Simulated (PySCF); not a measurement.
**Worked example: entropy of an ideal gas**

CH5MoNS2, SMILES [SH][Mo](=[NH])(=[S])[CH3], multiplicity 1.

Geometry: PBE-D3(BJ)/def2-SVP. The multiplicity is an assumed one; no other spin state was optimised. The structure was generated by enumeration; whether it is a known compound was not checked. The def2 effective core potentials stand for the cores of Mo; spin–orbit coupling is left out. Other conformers were not sampled.

PBE-D3(BJ)/def2-SVP in PySCF gives the harmonic wavenumbers 114, 140, 164, 179, 208, 227, 300, 383, 523, 532, 544, 574, 581, 622, 680, 969, 1127, 1338, 1348, 2608, 2958, 3068, 3080, 3473 cm⁻¹ and the rotational temperatures 0.1145, 0.0790, 0.0660 K. The molar mass is 191.13 g/mol, the symmetry number 1, the spin multiplicity 1.

Question: Work out the entropy at 298.15 K and 1 atm in the rigid-rotor, harmonic-oscillator model.

Answer: 
Translation (Sackur–Tetrode at 1 atm): S = R[1.5 ln M + 2.5 ln T − 1.16487] = 174.3 J/(mol K).
Rotation: q = (√π/σ) T^1.5/√(θA θB θC) = 373000, S = R[ln q + 3/2] = 119.2 J/(mol K).
Vibration: with u = 1.4388 ν/T, each mode gives R[u/(e^u − 1) − ln(1 − e^−u)]:
| ν (cm⁻¹) | modes | u | S (J/(mol K)) |
|---|---|---|---|
| 114 | 1 | 0.55 | 13.39 |
| 140 | 1 | 0.68 | 11.73 |
| 164 | 1 | 0.79 | 10.47 |
| 179 | 1 | 0.86 | 9.79 |
| 208 | 1 | 1.00 | 8.62 |
| 227 | 1 | 1.10 | 7.96 |
| 300 | 1 | 1.45 | 5.93 |
| 383 | 1 | 1.85 | 4.30 |
| 523 | 1 | 2.52 | 2.52 |
| 532 | 1 | 2.57 | 2.44 |
| 544 | 1 | 2.63 | 2.33 |
| 574 | 1 | 2.77 | 2.08 |
| 581 | 1 | 2.80 | 2.02 |
| 622 | 1 | 3.00 | 1.73 |
| 680 | 1 | 3.28 | 1.38 |
| 969 | 1 | 4.68 | 0.44 |
| 1127 | 1 | 5.44 | 0.23 |
| 1338 | 1 | 6.46 | 0.10 |
| 1348 | 1 | 6.51 | 0.09 |
The stiffer modes add less than 0.005 each. Sum 87.6 J/(mol K).
Spin: R ln 1 = 0.0 J/(mol K).
Total 381.0 J/(mol K); the program's own thermochemistry gives 381.0. Translation makes up 46 % and vibration 23 %. Anharmonicity, hindered rotation and orbital degeneracy are left out.
